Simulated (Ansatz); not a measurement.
Start from `C[SiH2]/C(Cl)=C\F` and change one atom or group to get `F/C=C/Cl`.

Ansatz, PBE0-D4/def2-TZVP geometries, multiplicity 1. Each molecule was computed in one conformer, which needn't be the lowest.

```tsv
property	`C[SiH2]/C(Cl)=C\F`
HOMO energy (ωB97M-V/def2-TZVPP) / eV	-9.55
size of the dipole moment (ωB97M-V/def2-TZVPP) / D	0.68
HOMO energy (PBE0/def2-TZVPP) / eV	-7.36
HOMO energy (PBE/def2-TZVPP) / eV	-6.12
size of the dipole moment (PBE/def2-TZVPP) / D	0.73
HOMO–LUMO gap (B3LYP/def2-TZVPP) / eV	6.32
```

**Question.** Give the same properties after the change, and the shifts. (Estimate.)

**Answer.** Computed: 
```
                                          property  `F/C=C/Cl`  shift
             HOMO energy (ωB97M-V/def2-TZVPP) / eV       -9.62  -0.07
size of the dipole moment (ωB97M-V/def2-TZVPP) / D        0.17  -0.51
                HOMO energy (PBE0/def2-TZVPP) / eV       -7.42  -0.06
                 HOMO energy (PBE/def2-TZVPP) / eV       -6.17  -0.05
    size of the dipole moment (PBE/def2-TZVPP) / D        0.15  -0.58
             HOMO–LUMO gap (B3LYP/def2-TZVPP) / eV        6.75   0.43
```

With PBE0 the HOMO falls by 0.06 eV and the LUMO rises by 0.41 eV, so the gap widens by about 0.47 eV. PBE moves the HOMO by -0.05 eV and ωB97M-V by -0.07 eV. Dipoles are sizes alone; their direction can turn.

B3LYP here is the variant with VWN-RPA as its local correlation; programs differ in this.
